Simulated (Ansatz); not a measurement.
Geometry optimisation, Ansatz, RKS PBE/def2-SVP.

The input (input.yaml):

```yaml
crystal:
  periodic: [false, false, false]
  atoms:
    - { symbol: Ge, position_ang: [0.151083, -0.359044, -0.554822] }
    - { symbol: F, position_ang: [0.771899, 0.58237, 2.105906] }
    - { symbol: H, position_ang: [1.671713, -0.076953, -0.559265] }
    - { symbol: C, position_ang: [-0.927488, 1.275764, -0.429292] }
    - { symbol: H, position_ang: [-2.005164, 1.027985, -0.399468] }
    - { symbol: H, position_ang: [-0.650492, 1.811358, 0.496263] }
    - { symbol: H, position_ang: [-0.744725, 1.922995, -1.307758] }
    - { symbol: H, position_ang: [-0.20944, -1.141674, -1.85146] }
    - { symbol: H, position_ang: [-0.185703, -1.33258, 0.611281] }
    - { symbol: H, position_ang: [0.332617, -0.235021, 2.017016] }
basis:
  gaussian: { orbitals: def2-SVP }
hamiltonian:
  xc: pbe
relax:
  f_tol: 0.03
  max_steps: 50
output:
  orbitals: {}
```

Run as:

```bash
$ ansatz run input.yaml --threads 2 --pin off --max-ram 3072MiB --backend cpu --events-out ev --progress --plain --runs-dir out
```

Q: Where does it end, and by what steps?

A: The run converged. After 8 steps the energy has fallen by 0.049 eV; F2 moved furthest, 0.28 Å.

| step | energy less start (eV) | largest force component (eV/Å) | accepted |
| --- | --- | --- | --- |
| 0 | 0.0000 | 0.423 | yes |
| 1 | -0.0187 | 1.062 | yes |
| 2 | -0.0270 | 1.001 | yes |
| 3 | -0.0091 | 0.676 | no |
| 4 | -0.0384 | 0.697 | yes |
| 5 | -0.0450 | 0.104 | yes |
| 6 | -0.0450 | 0.134 | no |
| 7 | -0.0482 | 0.048 | yes |
| 8 | -0.0492 | 0.015 | yes |

```xyz
10
Properties=species:S:1:pos:R:3
Ge 0.146 -0.368 -0.628
F 0.657 0.590 2.363
H 1.660 -0.068 -0.748
C -0.915 1.272 -0.447
H -1.996 1.041 -0.485
H -0.670 1.722 0.534
H -0.671 1.988 -1.255
H -0.310 -1.243 -1.825
H -0.059 -1.248 0.657
H 0.362 -0.210 1.961
```

Whether the end is a true minimum wasn't checked by a vibrational analysis.

Run time: 15 s on 2 threads of Arm Neoverse V1, on a shared host, peak memory 0.13 GiB.
